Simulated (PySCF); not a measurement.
Compound: C8H7F5.
SMILES with atom numbers: `[F:1][C:2]([F:3])([F:4])[C:5]([F:6])([F:7])[C@@H:8]1[CH:9]=[CH:10][C@@H:11]2[CH2:12][C@H:13]12` (hydrogens: H14 on C8; H15 on C9; H16 on C10; H17 on C11; H18, H19 on C12; H20 on C13)

Method: PBE0-D3(BJ)/def2-SVP geometry optimisation, gas phase (PySCF 2.14.0).

Give the optimised bond lengths and angles.

```csv
bond,length (Å)
"F1–C2, C2–F3, C2–F4",1.329
C2–C5,1.541
C5–F6,1.348
C5–F7,1.352
C5–C8,1.517
C8–C9,1.512
C9=C10,1.338
C10–C11,1.487
C11–C12,1.506
C12–C13,1.499
C8–C13,1.523
C11–C13,1.513
C8–H14,1.104
C9–H15,1.091
C10–H16,1.092
C11–H17,1.093
C12–H18,1.093
C12–H19,1.092
C13–H20,1.092
```

Bonds in one row agree within 0.01 Å and their mean is given. A selection of angles:
```csv
angle,degrees
F1–C2–F3,108.5
F1–C2–C5,110.1
F4–C2–C5,110.9
C2–C5–F6,106.8
C2–C5–F7,106.6
C2–C5–C8,114.7
F6–C5–F7,107.3
F6–C5–C8,112.0
F7–C5–C8,109.0
C5–C8–C9,112.2
C5–C8–C13,116.2
C9–C8–C13,103.9
C8–C9–C10,111.4
C9–C10–C11,111.8
C10–C11–C12,114.4
C10–C11–C13,105.2
C12–C11–C13,59.5
C11–C12–C13,60.4
C8–C13–C12,119.3
C8–C13–C11,107.3
C11–C13–C12,60.0
```

Torsions: F1–C2–C5–F6 175° (antiperiplanar); C2–C5–C8–C9 178° (antiperiplanar); C5–C8–C9–C10 -133° (anticlinal); C8–C9–C10–C11 4° (synperiplanar); C9–C10–C11–C12 63° (synclinal); C10–C11–C12–C13 -94° (anticlinal); C11–C12–C13–C8 94° (anticlinal); C5–C8–C13–C12 66° (synclinal); C10–C11–C13–C12 110° (anticlinal).

The 5-membered ring C8–C9–C10–C11–C13 has internal angles of 103.9° to 111.8°; it is almost planar, 0.03 Å rms from its mean plane, widest ring torsion 7°. The 5 C–F bonds span 1.325 Å (C2–F3, drawn single) to 1.352 Å (C5–F7, drawn single), a spread of 0.027 Å. The 3-membered ring C11–C12–C13 has internal angles of 59.5° to 60.4°. The C–C distances run from 1.338 Å (C9=C10, drawn double) to 1.541 Å (C2–C5, drawn single), a spread of 0.203 Å. Of the pairs four or more bonds apart, F6···H19 is among the closest relative to their van der Waals radii: 2.44 Å, 91 % of the sum of Bondi's values.

Point group: C1 (no symmetry element, even within 0.4 Å). Stationary, but not proved a minimum. The numbers are those of one conformer.

Hardware: an Arm Neoverse V1 with one thread, shared host with 32 logical CPUs at a one-minute load of 19. Cost: 5.8 min of wall time, 0.95 GiB resident at most. That covers the optimisation of the geometry.
